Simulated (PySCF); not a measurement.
An unknown shows these calculated signals:

$^{1}$H NMR (300 MHz, computed): δ 8.23 (s, 1H), 6.91 (m, 2H), 6.68 (m, 2H), 5.64 (s, 1H), 3.84 (br s, 1H).

$^{13}$C{$^{1}$H} NMR (computed): δ 167.1 (CH), 124.3 (CH), 118.1 (CH).

[PySCF: coordinates at the GFN2-xTB level; shieldings: GIAO PBE0/pcSseg-1; in vacuum; single conformer; averaged over atoms made equivalent by symmetry, fast rotation or ring inversion; no relativistic terms]

Referencing at the same level of theory: $^{1}$H (σ = 31.72 ppm), $^{13}$C (σ = 186.93 ppm) vs TMS.

**Question.** Which of these does the molecule contain: a Si–CH3 group, a Si–H bond, a benzene ring, an OH group, a C≡C triple bond, a heteroaromatic ring?

**Answer.** 
- A Si–CH3 group: no.
- A Si–H bond: yes (δH 5.64 (s)).
- A benzene ring: no.
- An OH group: yes (δH 3.84 (br s)).
- A C≡C triple bond: no.
- A heteroaromatic ring: yes.

The data belong to SMILES O=CO[Si@@H](O)n1cccc1, C5H7NO3Si; they needn't prove each group on their own.

Carbon signals by region: 1 in the far downfield region (above 160 ppm), 2 in the sp2 and nitrile region (100–160 ppm). Above 160 ppm: 167.1, carbonyl carbon.

Exchangeable OH/NH protons stand at their gas-phase positions; hydrogen bonding in a real sample shifts them, mostly to higher δ. Shifts are as computed. Against solution values, carbons near 30 ppm lie about +3 ppm off and those near 130 ppm about +5 ppm. Of 1211 compounds with measured shifts, 218 miss one by over three times the rms of a fit or turn the order of signals round; such compounds aren't used in these exercises. No couplings were computed; multiplicities are counted from neighbouring protons, with m where these are inequivalent, close in shift, in a saturated or five-membered ring or joined by F or P, and br s for small geminal =CH2 splittings.
